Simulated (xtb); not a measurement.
Mo(S)2(OH)(SH) (H2MoOS3), SMILES [OH][Mo](=[S])(=[S])[SH], multiplicity 1. All values are semi-empirical tight-binding results from xtb (GFN2-xTB unless named), good for trends rather than for accurate numbers. Geometry: GFN2-xTB. The spin state was assumed, not searched. The structure was generated by enumeration; whether it is a known compound was not checked. Other conformers were not sampled.

For metal compounds this method's bond lengths and energies can be far off.

| Property | Result |
|---|---|
| orbital gap | 1.80 eV |
| zero-point energy | 14.6 kcal/mol |
| G − E(el) at 298.15 K (modified RRHO) | -7.1 kcal/mol |
